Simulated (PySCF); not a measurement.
## As⁺: ionisation energy

As⁺ [Ar] 3d10 4s2 4p2 [4p1/2^2, M_J = 0] → As²⁺ [Ar] 3d10 4s2 4p1 [4p1/2^1, M_J = 1/2], as a difference of total energies. Calculation: PySCF 2.14, in x2c-SVPall-2c (5s6p3d, 38 functions); the two-component X2C-1e Hamiltonian. Correlated levels: [Ne] frozen. "Screened" scales the spin-orbit matrix elements by Boettger's factors to mimic the two-electron term; Breit and QED terms are absent.

| method | ionisation energy (eV) |
| --- | --- |
| GHF (spin-free) | 17.890 |
| GMP2 (spin-free) | 18.375 |
| GHF (screened spin-orbit) | 17.780 |
| GMP2 (screened spin-orbit) | 18.260 |

Question: How much does correlation contribute at GMP2 (screened spin-orbit)?

Answer: 18.260 − (17.780) = 0.480 eV, measured against GHF (screened spin-orbit).

The spin-free rows relax to the high-spin LS determinant and lack the spin-orbit shift.

Errors of the correlated levels include the incompleteness of this basis and the frozen core.

The labels give the starting determinants; with spin-orbit coupling the two ends relaxed to ⟨J²⟩ = 1.64, ⟨L²⟩ = 2.00, ⟨S²⟩ = 1.99 and ⟨J²⟩ = 0.81, ⟨L²⟩ = 2.04, ⟨S²⟩ = 0.76.

The determinant of As⁺ mixes levels of different J (the jj label is only the starting occupation), so the difference between spin-free and spin-orbit rows is not the physical spin-orbit shift.

For comparison: 18.589 eV (measured; NIST Atomic Spectra Database, ionization energies).
